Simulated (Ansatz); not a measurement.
The pair A = C2H2 (SMILES C#C) (first 4 atoms), B = H4OSi (SMILES O[SiH3]); geometry from B3LYP-D3(BJ)/def2-TZVP.
(charge 0, multiplicity 1):
```
atom    x (Å)    y (Å)    z (Å)
----  -------  -------  -------
C     -0.1462  -0.0704   0.1070
C     -1.2130  -0.4562   0.4912
H      0.7993   0.2748  -0.2365
H     -2.1626  -0.7955   0.8292
O      0.6049  -0.9475   3.1967
Si     0.4191   0.4317   4.0806
H      0.2757  -0.9300   2.2897
H      1.1296   1.5825   3.4668
H      0.9921   0.1508   5.4127
H     -1.0104   0.8086   4.2240
```

Frozen-core correlation. MP2 and its Hartree–Fock in aug-cc-pV(T+d)Z are density fitted.

The values were computed with Ansatz (Gaussian orbitals). Values without a source in brackets are computed.

The counterpoise-corrected interaction energy is E(AB) − E(A in the pair's basis) − E(B in the pair's basis). Total energies (hartree):

```csv
level,AB,A in the pair's basis,B in the pair's basis
HF/aug-cc-pV(D+d)Z,-443.0064056,-76.8288687,-366.1759127
MP2/aug-cc-pV(D+d)Z,-443.5899124,-77.0918637,-366.4933219
HF/aug-cc-pV(T+d)Z,-443.0657750,-76.8506285,-366.2133232
MP2/aug-cc-pV(T+d)Z,-443.7686199,-77.1641101,-366.5988603
CCSD(T)/aug-cc-pV(D+d)Z,-443.6546056,-77.1203248,-366.5298805
```

Q: Work out the counterpoise-corrected interaction energy at the basis-set limit: extrapolate the MP2 correlation part as X⁻³, take Hartree–Fock from the larger set, and add the CCSD(T) − MP2 difference of aug-cc-pV(D+d)Z.

A: 
1. Differences (1 hartree = 627.509 kcal/mol): HF/aug-cc-pV(D+d)Z -1.019; MP2/aug-cc-pV(D+d)Z -2.966; HF/aug-cc-pV(T+d)Z -1.144; MP2/aug-cc-pV(T+d)Z -3.545; CCSD(T)/aug-cc-pV(D+d)Z -2.761.
2. Correlation parts, MP2 less HF: -1.947 in aug-cc-pV(D+d)Z (X = 2), -2.401 in aug-cc-pV(T+d)Z (X = 3).
3. Limit (3³·(-2.401) − 2³·(-1.947))/(3³ − 2³) = -2.592; with HF/aug-cc-pV(T+d)Z it gives -3.736.
4. CCSD(T) less MP2 in aug-cc-pV(D+d)Z: 0.205.
Result: -3.53 kcal/mol, against -2.97 at MP2/aug-cc-pV(D+d)Z. It is an estimate of this method's limit, not of the exact value.

Ansatz is a program for electronic structure.
